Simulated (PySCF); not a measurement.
Dipole moment and polarisability of `C=CCC([SiH3])=C=O`

C₅H₈OSi.
SMILES with atom numbers: `[CH2:1]=[CH:2][CH2:3][C:4]([SiH3:5])=[C:6]=[O:7]` (hydrogens: H8, H9 on C1; H10 on C2; H11, H12 on C3; H13, H14, H15 on Si5)

Geometry (GFN2-xTB, Å), atoms numbered from 1 in this order:
```xyz
15
C5H8OSi angstrom
C     -1.5915    0.5141    1.7387
C     -1.3994    0.4338    0.4356
C     -0.2429    1.0540   -0.2852
C      0.5862   -0.0102   -0.9710
Si     1.5753   -1.1980    0.1106
C      0.5950   -0.2262   -2.2419
O      0.6826   -0.4743   -3.3794
H     -0.9159    1.0596    2.3775
H     -2.4339    0.0504    2.2231
H     -2.0869   -0.1202   -0.1904
H     -0.6170    1.7592   -1.0327
H      0.3837    1.6002    0.4231
H      0.6557   -2.0443    0.8766
H      2.3642   -0.3721    1.0297
H      2.4402   -2.0179   -0.7335
```

Level: CAM-B3LYP/def2-SVPD (PySCF), static field, nuclei fixed, core orbitals frozen in the response. The polarisability tensor in these axes (au):

```
x    79.36  -6.29  -7.65
y    -6.29  73.31   3.58
z    -7.65   3.58 114.37
```

Task: Give the principal values, the mean and the anisotropy Δα = √{½[(α1 − α2)² + (α2 − α3)² + (α1 − α3)²]}.

Result: Principal values 69.32, 81.20 and 116.51 au; mean 89.01 au = 13.19 Å³ = 14.68 × 10⁻⁴⁰ C²·m²/J; Δα = 42.51 au (48 % of the mean).

Task: What is the dipole moment, and where does it point?

Result: (-0.39, 0.59, 1.79) D, 1.93 D in size, pointing from the negative to the positive side. Measured along this direction, the outermost atoms are O7 at the negative end and H8 at the positive end.

Task: Molar refractivity from α?

Result: Lorentz–Lorenz: R = (4π/3)N_A α = 2.5225 cm³/(mol·Å³) × 13.19 Å³ = 33.3 cm³/mol, in the limit of long wavelengths.

Task: Give the principal axes and the span of the nuclei along them.

Result: Largest value along (-0.22, 0.11, 0.97), where the nuclei span 6.17 Å; middle along (0.81, -0.53, 0.24), 4.57 Å; least along (0.55, 0.84, 0.03), 2.89 Å. The response follows the extents in order.

Task: What would n − 1 = 2πNα be for an ideal gas of these molecules at 500 K and 1 atm, electronic part alone?

Result: N = p/kT = 1.4678 × 10¹⁹ cm⁻³, so n − 1 = 2π × N × 13.19 × 10⁻²⁴ cm³ = 1216 × 10⁻⁶ at long wavelengths, for an ideal gas.

Task: Sum over states: ᾱ = Σ f/ω², ω in Eh. What share falls to these 8 lowest TDDFT singlets (eV, f)? 3.85, 0.0008; 6.10, 0.0205; 6.39, 0.0215; 6.69, 0.0731; 7.03, 0.0209; 7.11, 0.0167; 7.34, 0.0220; 7.43, 0.0871.

Result: They add up to 4.08 au, 4.6 % of the 89.01 au; the largest single term is 1.21 au, from the state at 6.69 eV. Terms in order: 0.04, 0.41, 0.39, 1.21, 0.31, 0.24, 0.30, 1.17 au. Higher excitations give the rest. The strengths listed sum to 0.263.

Isolated species at its GFN2-xTB geometry (one conformer only).
